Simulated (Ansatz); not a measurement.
Relaxation of ClGaH₂O (5 atoms, charge 0, multiplicity 1), to a largest force component of 0.03 eV/Å in at most 50 steps.

These are results of RKS B3LYP-D4/def2-SVP in Ansatz, not measurements.

```xyz
5
Properties=species:S:1:pos:R:3:forces:R:3
Ga -0.990 0.459 0.671 0.13 0.06 -0.06
H 1.562 -0.461 1.265 0.54 0.31 -0.53
O 1.955 0.045 0.518 -0.69 -0.56 0.41
H 1.878 -0.578 -0.230 -0.02 0.22 0.17
Cl -1.050 -0.418 -1.402 0.05 -0.03 0.01
```

Problem. Where does it end, and by what steps?

Solution. It converged. After 12 steps the energy has fallen by 0.273 eV; H4 moved furthest, 0.54 Å.

| step | energy less start (eV) | largest force component (eV/Å) | accepted |
| --- | --- | --- | --- |
| 0 | 0.0000 | 0.687 | yes |
| 1 | -0.0087 | 2.351 | yes |
| 2 | -0.0353 | 2.611 | yes |
| 3 | -0.2012 | 0.918 | yes |
| 4 | -0.2167 | 0.770 | yes |
| 5 | -0.2272 | 0.609 | yes |
| 6 | -0.2538 | 0.222 | yes |
| 7 | -0.2550 | 0.198 | yes |
| 8 | -0.2701 | 0.355 | yes |
| 9 | -0.2720 | 0.122 | yes |
| 10 | -0.2723 | 0.050 | yes |
| 11 | -0.2725 | 0.051 | yes |
| 12 | -0.2726 | 0.005 | yes |

```xyz
5
Properties=species:S:1:pos:R:3
Ga -0.888 0.348 0.749
H 1.969 -0.552 1.147
O 1.502 0.097 0.599
H 1.407 -0.310 -0.285
Cl -0.636 -0.534 -1.386
```

Whether the end is a true minimum wasn't checked by a vibrational analysis.

Time of the run: 43 s on 1 thread of AMD EPYC 7R43 64-Core Processor (Zen 3), on a shared host, peak memory 0.16 GiB.
